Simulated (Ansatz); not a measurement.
TCNQ, `N#CC(C#N)=c1ccc(=C(C#N)C#N)cc1` was relaxed with PBE-D4 (def2-SVP) in Ansatz in these states: charge -1 doublet, neutral singlet. The geometries follow in no particular order.

A:

Cartesian coordinates in Å:
```
N -1.180 1.057 4.468
C -0.619 1.352 3.477
C 0.058 1.697 2.270
C 0.766 2.936 2.258
N 1.352 3.955 2.237
C 0.029 0.854 1.142
C -0.692 -0.398 1.170
C -0.720 -1.218 0.073
C -0.030 -0.853 -1.142
C -0.058 -1.697 -2.270
C 0.620 -1.352 -3.477
N 1.182 -1.058 -4.467
C -0.765 -2.936 -2.257
N -1.351 -3.956 -2.236
C 0.691 0.398 -1.171
C 0.719 1.218 -0.074
H -1.221 -0.683 2.092
H -1.272 -2.169 0.104
H 1.220 0.684 -2.092
H 1.271 2.170 -0.105
```

B:

```xyz
20

N     3.166    2.608   -2.446
C     2.043    2.278   -2.283
C     0.700    1.873   -2.074
C    -0.284    2.429   -2.932
N    -1.114    2.885   -3.639
C     0.349    0.936   -1.036
C     1.340    0.374   -0.172
C     1.004   -0.526    0.825
C    -0.349   -0.935    1.036
C    -0.700   -1.873    2.074
C    -2.043   -2.278    2.283
N    -3.166   -2.608    2.446
C     0.284   -2.429    2.931
N     1.114   -2.885    3.638
C    -1.340   -0.374    0.172
C    -1.004    0.526   -0.825
H     2.391    0.672   -0.311
H     1.789   -0.942    1.476
H    -2.391   -0.671    0.311
H    -1.789    0.942   -1.476
```

**Question.** Judge from the bond lengths which geometry belongs to which state (an estimate).

**Answer.** A is the neutral singlet (C9–C10 1.409 Å, C3–C6 1.409 Å, C15–C16 1.370 Å); B is the charge -1 doublet (C9–C10 1.442 Å, C3–C6 1.442 Å, C15–C16 1.385 Å).
